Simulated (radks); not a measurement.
The numbers below are computed, except where a source is named.
Fractional charge and spin in the 5s shell of indium: the spin-up occupation runs from 0 to 1 and the spin-down occupation from 0 to 1; the fullest corner is In+, [Kr] 4d10 5s(up 1, down 1). Level of theory: scalar-relativistic Kohn-Sham, r2SCAN, spin-polarised, spherical densities, finite nucleus; meta-GGA in the generalised Kohn-Sham scheme; Fermi nuclear charge, rms radius of each element as measured or else 0.836 A^(1/3) + 0.57 fm (a radial shooting solver on a logarithmic mesh with Libxc functionals). Energy (eV) minus the two flat planes that join the four corners (they meet along the diagonal where the two added fractions sum to one electron); zero is where a piecewise linear energy would lie.

| down \ up | 0 | 0.25 | 0.5 | 0.75 | 1 |
|---|---|---|---|---|---|
| 0 | 0.000 | -0.726 | -0.973 | -0.730 | 0.000 |
| 0.25 | -0.726 | -0.829 | -0.458 | 0.392 | -0.666 |
| 0.5 | -0.973 | -0.458 | 0.522 | -0.417 | -0.892 |
| 0.75 | -0.730 | 0.392 | -0.417 | -0.774 | -0.672 |
| 1 | 0.000 | -0.666 | -0.892 | -0.672 | 0.000 |

Corners above the fullest one (they belong to In2+ and the next ion): (up 1, down 0) 18.702 eV, (up 0, down 1) 18.702 eV, (up 0, down 0) 46.939 eV. With half an added electron in each spin the energy lies 0.522 eV from the planes (fractional-spin error, the static-correlation error of a stretched bond), and with half an added electron in spin up alone -0.973 eV (fractional-charge error). For a frontier s shell over closed shells the exact functional lies on the planes.
